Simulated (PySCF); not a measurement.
An unknown shows these calculated signals:

¹H NMR (300 MHz, computed): δ 7.20 (br s, 1H), 6.54 (br s, 1H), 4.43 (s, 3H).

¹³C{¹H} NMR (computed): δ 225.8 (C), 147.2 (CH2), 127.5 (C), 123.9 (C).

- structure optimised with GFN2-xTB
- PBE0/pcSseg-1 with gauge-including orbitals
- program: PySCF
- no relativistic terms, no solvent model, one computed conformer, averaged over atoms made equivalent by symmetry, fast rotation or ring inversion

References, each an isolated molecule treated in the same way: ¹H (31.72 ppm), ¹³C (186.93 ppm) against TMS.

**Question.** Which of these does the molecule contain: a methoxy group, a nitrile, an aldehyde, a vinyl group CH=CH2, a non-aromatic C=C double bond, a Si–H bond?

**Answer.** 
- A methoxy group: no.
- A nitrile: yes (δC 123.9).
- An aldehyde: no.
- A vinyl group CH=CH2: no.
- A non-aromatic C=C double bond: yes.
- A Si–H bond: yes (δH 4.43 (s)).

The data belong to `C(=C)(C#N)C(=O)[SiH3]`, C4H5NOSi; they needn't prove each group on their own.

Carbon signals by region: 1 in the far downfield region (above 160 ppm), 3 in the sp2 and nitrile region (100–160 ppm). Above 160 ppm: 225.8, carbonyl carbon.

Shifts are as computed. Against solution values, carbons near 30 ppm lie about +3 ppm off and those near 130 ppm about +5 ppm. Of 1211 compounds with measured shifts, 218 miss one by over three times the rms of a fit or turn the order of signals round; such compounds aren't used in these exercises. Multiplicities follow the n + 1 count of equivalent neighbours, as no J values were calculated; m marks all less simple cases, F and P coupling included.
